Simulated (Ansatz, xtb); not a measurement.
# C3H3BrN2: 3 structures ranked

3 gas-phase structures of C3H3BrN2, from a drawn sample of its isomers (lower ones may exist). Each was relaxed with GFN2-xTB:

A. `Brc1cnc[nH]1`, a singlet
B. `Brc1ncc[nH]1`, a singlet
C. `Brc1c[nH]cn1`, a singlet

Task: Make a reasoned guess at their ranking by r2SCAN-D4/def2-SVP single-point energy.

Result: Calculated order at r2SCAN-D4/def2-SVP: C (0.0), B (0.5), A (1.5) kcal/mol. Less than 1 kcal/mol parts C and B; B and A, so the order within those pairs means little.

Energies above the lowest of each column, in kcal/mol; the last columns are at PBE-D3(BJ)/def2-SVP geometries:

```csv
structure,GFN2-xTB,HF/STO-3G,r2SCAN-D4/def2-SVP,PBE-D3(BJ)/def2-SVP,CCSD(T)/def2-SVP + ΔMP2/def2-TZVPP
C,0.3,0.0,0.0,0.0,0.0
B,0.0,0.1,0.5,0.5,0.6
A,0.7,1.3,1.5,1.3,1.2
```

Every level run on C puts it lowest or level with the lowest. ΔMP2 is the change of the MP2 energy from the smaller to the larger basis.

Programs: Ansatz 0.2.0, xtb 6.7.1.
